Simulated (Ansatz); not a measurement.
Single points on SiHF3.

```yaml
crystal:
  periodic: [false, false, false]
  atoms:
    - {symbol: Si, position_ang: [0.000347, -0.000488, 0.040755]}
    - {symbol: H, position_ang: [0.011141, -0.017904, 1.502286]}
    - {symbol: F, position_ang: [1.467842, 0.010535, -0.524927]}
    - {symbol: F, position_ang: [-0.743329, 1.278124, -0.493886]}
    - {symbol: F, position_ang: [-0.736000, -1.270256, -0.524228]}
basis:
  gaussian: {orbitals: def2-TZVP, initial_orbitals: start.molden}
hamiltonian: {xc: lda}
scf: {omitted_lower_state_checks: [starts]}
output: {orbitals: {seedname: orbitals}}
```

The file start.molden holds the orbitals of an earlier run on this structure, at another level or in another basis.

```sh
$ ansatz run in.yaml --threads 4 --pin off --events-out ev --progress --plain --max-ram 3916MiB
```

Shortened log:

```
Functional definition: SPW92
764 factors; their error is unknown
mean field evaluation 1: about -15970.3157 eV, gradient 4.8e1 eV
mean field evaluation 2: about -15970.7404 eV, gradient 7.2e-1 eV
mean field evaluation 4: about -15970.7366 eV, gradient 6.2e-2 eV
mean field -15970.73656479 eV, -586.9137434020 hartree, gradient 1.2e-5 eV, S^2 0.000000; 0 other end points of the search recorded, 0 dependent functions left out
reference -15970.73659190 eV, -586.9137443981 hartree; 21, 21 occupied and 115, 115 virtual orbitals, 764 factors
Total energy: -15970.73659190 eV, -586.9137443981 hartree
Checks for a lower state left out: starts
```

Hardware: 4 threads of Arm Neoverse V1 on a shared host. Wall time 0.4 s.

The first input with `gaussian: {orbitals: def2-SVP, initial_orbitals: start.molden}`, `hamiltonian: {xc: pbe, dispersion: d4}` (abridged; 0.4 s):

```
Functional definition: PBE
mean field -16028.40843469 eV, -589.0331455295 hartree, gradient 9.9e-6 eV, S^2 0.000000
Total energy: -16028.48008295 eV, -589.0357785544 hartree
Checks for a lower state left out: starts
```

As the first input, with `hamiltonian: {xc: r2scan, dispersion: d4}` (abridged; 1.6 s):

```
Functional definition: r2SCAN
mean field -16050.12735209 eV, -589.8313010221 hartree, gradient 4.1e-6 eV, S^2 0.000000
Total energy: -16050.14335262 eV, -589.8318890308 hartree
Checks for a lower state left out: starts
```

As the first input, with `gaussian: {orbitals: 6-31G}`, `hamiltonian: {xc: {name: B3LYP}, dispersion: d4}` (abridged; 0.4 s):

```
Functional definition: B3LYP
mean field -16044.96529491 eV, -589.6415989197 hartree, gradient 1.2e-5 eV, S^2 0.000000
Total energy: -16045.08227924 eV, -589.6458980145 hartree
Checks for a lower state left out: starts
```

The first input with `hamiltonian: {xc: {name: revPBE}, dispersion: d4}` (abridged; 0.7 s):

```
Functional definition: revPBE
mean field -16049.27439882 eV, -589.7999555677 hartree, gradient 7.8e-6 eV, S^2 0.000000
Total energy: -16049.51791582 eV, -589.8089046525 hartree
Checks for a lower state left out: starts
```

The first input with `gaussian: {orbitals: 6-31G}`, `hamiltonian: {xc: hf}` (abridged; 0.1 s):

```
Functional definition: HF
mean field -15995.88115457 eV, -587.8377900329 hartree, gradient 5.2e-5 eV, S^2 0.000000
Total energy: -15995.88115457 eV, -587.8377900329 hartree
Checks for a lower state left out: starts
```

The first input with `hamiltonian: {xc: pbe0, dispersion: d4}` (abridged; 0.81 s):

```
Functional definition: PBE0
mean field -16042.93253096 eV, -589.5668962227 hartree, gradient 5.4e-5 eV, S^2 0.000000
Total energy: -16042.99143471 eV, -589.5690608953 hartree
Checks for a lower state left out: starts
```

Geometry: PBE0-D4/def2-TZVP.

B3LYP takes the VWN-RPA correlation.
